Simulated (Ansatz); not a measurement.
C2H6O2Si can be A, `C1OC[SiH2]O1`, or B, `CC(=O)O[SiH3]`.

Isolated molecules relaxed with PBE0-D4/def2-TZVP in Ansatz; ΔE leaves out vibrations. CCSD(T)/CBS adds triple-zeta CCSD(T) − MP2 to the extrapolated MP2 energy (def2 sets, frozen cores). Functionals use def2-TZVPP. B3LYP here is the variant with VWN-RPA as its local correlation; programs differ in this.

**Question.** Which is lower in electronic energy at CCSD(T)/CBS, and by how much? (Best estimate.)

**Answer.** The calculation gave: B, by 22.9 kcal/mol.

**Question.** Give E(B) − E(A) in kcal/mol with ωB97M-V, MP2/def2-TZVPP, HF/def2-TZVPP, B3LYP-D4, CCSD(T)/def2-TZVPP, r2SCAN-D4, BLYP-D4. (Best estimate.)

**Answer.** Computed: ωB97M-V -23.4, MP2/def2-TZVPP -24.1, HF/def2-TZVPP -28.5, B3LYP-D4 -25.5, CCSD(T)/def2-TZVPP -23.8, r2SCAN-D4 -24.7, BLYP-D4 -27.2. None reverses the order clearly.

**Question.** Does the order hold for the free energy at 298.15 K (harmonic terms from PBE0-D4)? (An estimate is asked.)

**Answer.** Ansatz gave: Yes: G(B) − G(A) = -27.3 kcal/mol.

Largest T1 diagnostic: 0.014.

In def2-TZVPP, CCSD(T) changes the Hartree–Fock value by +4.8 kcal/mol (the triples alone add −0.2 kcal/mol) and MP2 by +4.4 kcal/mol. The D4 term adds +0.8 kcal/mol with B3LYP and +0.4 kcal/mol with PBE0; it sums over pairs of atoms, weighted by their polarisabilities, and B3LYP, whose exchange is more repulsive, gets the larger term.
